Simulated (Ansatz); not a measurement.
Reaction: GeSiH6 (SMILES [SiH3][GeH3]) → GeSiH5 (SMILES [GeH3][SiH2], doublet) + H (doublet) (the H-Si bond breaks)
Each species at its own B3LYP-D3(BJ)/def2-TZVP minimum (Ansatz, a quantum-chemistry and plane-wave program).

Wanted: bond dissociation energy (electronic), in kcal/mol. Open shells are spin-unrestricted; no spin-orbit coupling. Cores are frozen in correlated methods (noble-gas shells, and filled d and f shells in the p block). No relativity. CBS(X,Y): correlation extrapolated as X^-3, Hartree-Fock from the larger set. A bracket is a step between two methods taken in the basis named. Double hybrids freeze cores in their MP2 part. Where a partner has so few electrons that a lower coupled-cluster level is exact, that level stands in.

CCSD(T)/CBS(def2-TZVPP,def2-QZVPP) + [CCSDT(Q) - CCSD(T)]/def2-SVP (Ansatz) gives 93.9 kcal/mol.

Q: How far off this value is PBE/def2-TZVPD (Ansatz), in which direction, and how far these levels: r2SCAN/def2-TZVPD, B3LYP/def2-TZVPD, wB97M-V/def2-TZVPD, B2PLYP/def2-TZVPD, CCSD(T)/CBS(def2-TZVPP,def2-QZVPP)?

A: PBE gives 88.4 kcal/mol, 5.5 kcal/mol below it. Differences of the others: r2SCAN/def2-TZVPD (Ansatz) -4.6; B3LYP/def2-TZVPD (Ansatz) -1.5; wB97M-V/def2-TZVPD (Ansatz) 0.5; B2PLYP/def2-TZVPD (Ansatz) -2.1; CCSD(T)/CBS(def2-TZVPP,def2-QZVPP) (Ansatz) 0.0 kcal/mol.
